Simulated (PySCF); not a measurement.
Electron correlation in Ne (neon, neutral)

[Ne], closed-shell 1S. All numbers are calculated (PySCF 2.14, scalar relativity by spin-free X2C-1e, in aug-cc-pCVTZ-DK (7s6p4d2f, 59 functions)). Frozen: 1s2; 8 electrons correlated.

```csv
level,correlation energy (mhartree)
CCSD,-281.10
(T),-5.59
CCSD(T),-286.69
```

Diagnostics: T1 = 0.0074, D1 = 0.0117, largest double amplitude 0.029.

Q: Is a single reference adequate?

A: Yes: T1 lies below 0.03 and no double amplitude reaches 0.07.
